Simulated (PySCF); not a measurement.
C3H7O, doublet, at a GFN2-xTB geometry; CCSD(T)/STO-3G in PySCF.

The PySCF input:
```python
from pyscf import gto, scf, cc

mol = gto.Mole()
mol.atom = '''
    O    -0.05892672    1.35633054   -0.11322781
    C    -0.02863471    0.02565496    0.35439911
    H     0.82063304    1.73921461   -0.02733603
    H     0.14012484    0.02515463    1.45324908
    C    -1.32028118   -0.61414156    0.06029069
    C     1.14796001   -0.75883329   -0.27258888
    H     1.05098018   -0.75215105   -1.35533659
    H    -2.03739428   -0.10086714   -0.54501858
    H     2.09748678   -0.30189391    0.00291482
    H    -1.53264840   -1.58991250    0.44633478
    H     1.13796680   -1.78626957    0.07840942
'''
mol.basis = 'sto-3g'
mol.spin = 1
mol.verbose = 4
mol.build()

mf = scf.UHF(mol)
mf.kernel()

mycc = cc.CCSD(mf)
mycc.kernel()
et = mycc.ccsd_t()
print('E(CCSD(T)) = %.10f' % (mycc.e_tot + et))
```

What the program printed (banner, timings and long lists left out):

```
PySCF version 2.14.0

[INPUT] verbose = 4
[INPUT] num. atoms = 11
[INPUT] num. electrons = 33
[INPUT] charge = 0
[INPUT] spin (= nelec alpha-beta = 2S) = 1
[INPUT] symmetry False subgroup None
[INPUT] Mole.unit = angstrom
[INPUT] Symbol           X                Y                Z      unit          X                Y                Z       unit  Magmom
[INPUT]  1 O     -0.058926720000   1.356330540000  -0.113227810000 AA   -0.111355362219   2.563093254983  -0.213969550584 Bohr   0.0
[INPUT]  2 C     -0.028634710000   0.025654960000   0.354399110000 AA   -0.054111759556   0.048480848137   0.669717256690 Bohr   0.0
[INPUT]  3 H      0.820633040000   1.739214610000  -0.027336030000 AA    1.550771694369   3.286639284742  -0.051657610033 Bohr   0.0
[INPUT]  4 H      0.140124840000   0.025154630000   1.453249080000 AA    0.264797570848   0.047535361465   2.746242751976 Bohr   0.0
[INPUT]  5 C     -1.320281180000  -0.614141560000   0.060290690000 AA   -2.494969837618  -1.160559350113   0.113932891961 Bohr   0.0
[INPUT]  6 C      1.147960010000  -0.758833290000  -0.272588880000 AA    2.169330020853  -1.433987092303  -0.515118327802 Bohr   0.0
[INPUT]  7 H      1.050980180000  -0.752151050000  -1.355336590000 AA    1.986064702546  -1.421359488804  -2.561214961702 Bohr   0.0
[INPUT]  8 H     -2.037394280000  -0.100867140000  -0.545018580000 AA   -3.850117196955  -0.190611269568  -1.029935848999 Bohr   0.0
[INPUT]  9 H      2.097486780000  -0.301893910000   0.002914820000 AA    3.963675564096  -0.570496808574   0.005508211502 Bohr   0.0
[INPUT] 10 H     -1.532648400000  -1.589912500000   0.446334780000 AA   -2.896285721253  -3.004499187023   0.843450494068 Bohr   0.0
[INPUT] 11 H      1.137966800000  -1.786269570000   0.078409420000 AA    2.150445590848  -3.375560271945   0.148172329386 Bohr   0.0

nuclear repulsion = 127.076293185173
number of shells = 19
number of NR pGTOs = 81
number of NR cGTOs = 27
basis = sto-3g
ecp = {}

******** <class 'pyscf.scf.uhf.UHF'> ********
method = UHF
initial guess = minao
damping factor = 0
level_shift factor = 0
DIIS = <class 'pyscf.scf.diis.CDIIS'>
diis_start_cycle = 1
diis_space = 8
diis_damp = 0
SCF conv_tol = 1e-09
SCF conv_tol_grad = None
SCF max_cycles = 50
direct_scf = True
direct_scf_tol = 1e-13
number electrons alpha = 17  beta = 16
Set gradient conv threshold to 3.16228e-05
init E= -190.56162306813

cycle= 1 E= -189.976034815985  delta_E= 0.586  |g|= 0.329  |ddm|= 2.75
cycle= 2 E= -190.059030237335  delta_E= -0.083  |g|= 0.0881  |ddm|= 0.536
cycle= 3 E= -190.064847971195  delta_E= -0.00582  |g|= 0.0273  |ddm|= 0.129
cycle= 4 E= -190.06586172777  delta_E= -0.00101  |g|= 0.00974  |ddm|= 0.0613
cycle= 5 E= -190.06600765505  delta_E= -0.000146  |g|= 0.00436  |ddm|= 0.0228
cycle= 6 E= -190.066043657877  delta_E= -3.6e-05  |g|= 0.00082  |ddm|= 0.0161
cycle= 7 E= -190.066044957899  delta_E= -1.3e-06  |g|= 0.000313  |ddm|= 0.00256
cycle= 8 E= -190.066045144618  delta_E= -1.87e-07  |g|= 0.000172  |ddm|= 0.000845
cycle= 9 E= -190.066045217499  delta_E= -7.29e-08  |g|= 5.14e-05  |ddm|= 0.000742
cycle= 10 E= -190.06604522319  delta_E= -5.69e-09  |g|= 1.75e-05  |ddm|= 0.000201
cycle= 11 E= -190.066045223759  delta_E= -5.68e-10  |g|= 5.79e-06  |ddm|= 6.01e-05
Extra cycle  E= -190.066045223799  delta_E= -4.05e-11  |g|= 3.5e-06  |ddm|= 9.77e-06
converged SCF energy = -190.066045223799  <S^2> = 0.76524581  2S+1 = 2.0151881

******** <class 'pyscf.cc.uccsd.UCCSD'> ********
CC2 = 0
CCSD nocc = (np.int64(17), np.int64(16)), nmo = (27, 27)
max_cycle = 50
direct = 0
conv_tol = 1e-07
conv_tol_normt = 1e-06
diis_space = 6
diis_start_cycle = 0
diis_start_energy_diff = 1e+09
Init t2, MP2 energy = -0.170395709165231
Init E_corr(UCCSD) = -0.170395709175216
cycle = 1  E_corr(UCCSD) = -0.209156923564062  dE = -0.0387612144  norm(t1,t2) = 0.0732793
cycle = 2  E_corr(UCCSD) = -0.221471007462766  dE = -0.0123140839  norm(t1,t2) = 0.0286434
cycle = 3  E_corr(UCCSD) = -0.229208225093563  dE = -0.00773721763  norm(t1,t2) = 0.0136646
cycle = 4  E_corr(UCCSD) = -0.229410256313415  dE = -0.00020203122  norm(t1,t2) = 0.00355722
cycle = 5  E_corr(UCCSD) = -0.229388988490922  dE = 2.12678225e-05  norm(t1,t2) = 0.00147329
cycle = 6  E_corr(UCCSD) = -0.229417462327164  dE = -2.84738362e-05  norm(t1,t2) = 0.000491708
cycle = 7  E_corr(UCCSD) = -0.229418480547733  dE = -1.01822057e-06  norm(t1,t2) = 0.000175892
cycle = 8  E_corr(UCCSD) = -0.22941910235629  dE = -6.21808557e-07  norm(t1,t2) = 8.02216e-05
cycle = 9  E_corr(UCCSD) = -0.229418872283423  dE = 2.30072867e-07  norm(t1,t2) = 3.93735e-05
cycle = 10  E_corr(UCCSD) = -0.229418629326982  dE = 2.42956441e-07  norm(t1,t2) = 1.49383e-05
cycle = 11  E_corr(UCCSD) = -0.229418194615585  dE = 4.34711397e-07  norm(t1,t2) = 5.1815e-06
cycle = 12  E_corr(UCCSD) = -0.229417880043702  dE = 3.14571883e-07  norm(t1,t2) = 2.05318e-06
cycle = 13  E_corr(UCCSD) = -0.229417698039303  dE = 1.82004398e-07  norm(t1,t2) = 1.04032e-06
cycle = 14  E_corr(UCCSD) = -0.229417662304917  dE = 3.57343862e-08  norm(t1,t2) = 4.74046e-07
UCCSD converged
E(UCCSD) = -190.2954628861041  E_corr = -0.2294176623049171
UCCSD(T) correction = -0.00177235318170548
E(CCSD(T)) = -190.2972352393
```
